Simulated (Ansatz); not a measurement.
Reaction (redistribution): `[F][Ge]([Cl])([Cl])[Cl]` + `BN[SiH2][SiH3]` → `[SiH3][Ge]([Cl])([Cl])[Cl]` + `BN[SiH2]F`

Gas-phase electronic energies from Ansatz, PBE0-D4/def2-TZVP geometries. CCSD(T)/CBS adds triple-zeta CCSD(T) − MP2 to the extrapolated MP2 energy (def2 sets, frozen cores). For Ge outer-core shells are correlated without core-valence functions, which leaves a few kJ/mol of doubt a bond. Scalar relativity is left out up to krypton. Each species was taken in one conformer, which may not be the lowest.

```json
{"level": "CCSD(T)/def2-TZVPP", "ΔE (kJ/mol)": "-123.6"}
{"level": "HF/def2-QZVPP", "ΔE (kJ/mol)": "-132.4"}
```

Q: What does CCSD(T)/CBS give? (Estimate.)

A: Computed: -132.7 kJ/mol. The listed levels differ from it by 9.1, 0.3 kJ/mol.

Largest T1 diagnostic among the species: 0.013.

Leaving LDA and LC-ωPBE aside and taking each functional with its dispersion term where it has one, the values, not all of them listed here, spread over 22.1 kJ/mol, from BHLYP-D4 to revPBE-D4. LDA lies −3.8 kJ/mol from PBE without D4. From PBE to PBE0 (25 % exact exchange), in def2-TZVPP and without D4, ΔE moves by −4.2 kJ/mol.
